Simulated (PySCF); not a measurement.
Dipole response of Tl⁻ (thallium, charge -1)

[Xe] 4f14 5d10 6s2 6p2, high-spin 3P determinant. Computed with PySCF 2.14 in aug-cc-pVTZ-PP with one added diffuse shell each of d, f type with ECP60MDF (6s5p5d3f, 67 functions), with scalar relativity through the core potential. Coupled (time-dependent) response in atomic units; α is the mean over directions.

| method | mean α (bohr³) | α xx, yy, zz | C₆ (like pair) | S(−4) |
| --- | --- | --- | --- | --- |
| UHF | 637.5 | 349.8, 781.6, 781.1 | 15410 | 329900 |

S(−4) is the Cauchy moment in α(ω) = α(0) + S(−4) ω² + …

Spin-orbit coupling is absent.

α(iu) at UHF:

```
u (hartree)  α(iu) (bohr³)
          0          637.5
     0.0500          307.5
      0.100          147.2
      0.200          61.49
      0.300          35.83
      0.500          17.91
      0.750          10.35
       1.00          7.026
       1.50          4.020
       2.00          2.638
       3.00          1.383
       5.00         0.5632
```

A single London oscillator, α(iu) = α/(1 + u²/ω²), gives C₆ = (3/4) ω α². Matching the computed C₆ needs ω = 4 × 15410 / (3 × 637.5²) = 0.0506 hartree.

For an ion, C₆ is the dispersion term alone; charge-induced terms of lower order in 1/R come first.

The components differ because the open shell of this determinant is not spherical; for a pure term their mean is the scalar polarisability.

Energies and moments cover only the electrons outside the core potential. Spin-orbit coupling is strong in this species (close to jj coupling), so the high-spin LS determinant is a model state, not a physical level.
